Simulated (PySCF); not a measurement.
PySCF input for GaCl₂I, SMILES [Cl][Ga]([Cl])[I], PBE-D3(BJ)/def2-SVP. Coordinates come from a PBE-D3(BJ)/def2-SVP optimisation. The def2 effective core potentials stand for the cores of I; spin–orbit coupling is left out.

```python
import numpy as np
from pyscf import gto, scf, dft, df
from pyscf.hessian import thermo

mol = gto.M(
    atom='''
    Ga    0.00000000    0.00000000    0.79253517
    Cl    0.00000000    1.83810269    1.90174442
    Cl    0.00000000   -1.83810269    1.90174442
    I     0.00000000    0.00000000   -1.68354530
    ''',
    basis='def2-SVP',
    ecp={'I': 'def2-svp'},
    charge=0,
    spin=0,
    max_memory=1600,
    verbose=3,
)
mf = dft.RKS(mol, xc='pbe').density_fit(auxbasis='def2-universal-jkfit')
mf.disp = 'd3bj'
mf.grids.level = 3
mf.conv_tol = 1e-11
mf.max_cycle = 100
mf.kernel()

# [left out here: the lines that compute and print the analytic Hessian (its translational invariance restored by hand, since the grid's response is missing), thermochemistry and intensities]
```

It prints:

```
converged SCF energy = -3141.90801448729

WARN: DFTD3 does not support analytical Hessian, using finite difference


WARN: Mole.unit (angstrom) is changed to Bohr

Mode                                 0                   1                   2
Irrep
Freq [cm^-1]                       86.9482            112.2566            115.7130
Reduced mass [au]                  46.9282             40.7188             54.3673
Force const [Dyne/A]                0.2090              0.3023              0.4289
Char temp [K]                     125.0991            161.5123            166.4853
Normal mode                   x     y     z       x     y     z       x     y     z
       0  Ga                -0.00  0.06  0.00    0.00  0.00 -0.02   -0.10 -0.00 -0.00
       1  Cl                 0.00  0.01  0.09   -0.00 -0.06  0.09    0.07 -0.00  0.00
       2  Cl                 0.00  0.01 -0.09   -0.00  0.06  0.09    0.07  0.00  0.00
       3   I                 0.00 -0.04  0.00   -0.00 -0.00 -0.03    0.02  0.00 -0.00
Mode                                 3                   4                   5
Irrep
Freq [cm^-1]                      235.3046            403.8285            445.8058
Reduced mass [au]                  63.4241             42.8034             44.7950
Force const [Dyne/A]                2.0690              4.1127              5.2453
Char temp [K]                     338.5509            581.0192            641.4153
Normal mode                   x     y     z       x     y     z       x     y     z
       0  Ga                 0.00  0.00 -0.07    0.00  0.00  0.07    0.00  0.08 -0.00
       1  Cl                -0.00 -0.06 -0.02   -0.00 -0.08 -0.05   -0.00 -0.08 -0.05
       2  Cl                -0.00  0.06 -0.02   -0.00  0.08 -0.05   -0.00 -0.08  0.05
       3   I                -0.00 -0.00  0.05   -0.00 -0.00 -0.01   -0.00  0.00  0.00
temperature 298.1500 [K]
pressure 101325.00 [Pa]
Rotational constants [GHz] 2.10975 0.76826 0.56318
Symmetry number 2
Zero-point energy (ZPE) 0.00319 [Eh]   8373.003 [J/mol]
                           tot       elec      trans        rot        vib
Entropy [J/mol/K]       356.649      0.000    178.453    120.778     57.418
Cv [J/mol/K]             68.678      0.000     12.472     12.472     43.734
Cp [J/mol/K]             76.992      0.000     20.786     12.472     43.734
Internal energy [J/mol]                      3718.434   3718.434  16923.790
Internal energy [Eh]   -3141.89874  -3141.90801
Enthalpy [J/mol]                             6197.391   3718.434  16923.790
Enthalpy [Eh]          -3141.89779
Gibbs free energy [J/mol]                  -47008.332 -32291.608   -195.336
Gibbs free energy [Eh] -3141.93829
mode   freq/cm-1   IR/(km/mol)
   1       86.95         1.848
   2      112.26         5.440
   3      115.71         5.830
   4      235.30        13.271
   5      403.83        62.480
   6      445.81        65.056
max |gradient| / (hartree/bohr): 6.191540129626272e-05
APT charges: [ 1.3381 -0.496  -0.496  -0.3462]
```

The run converged.

Cost: around 60 core-seconds (rough).
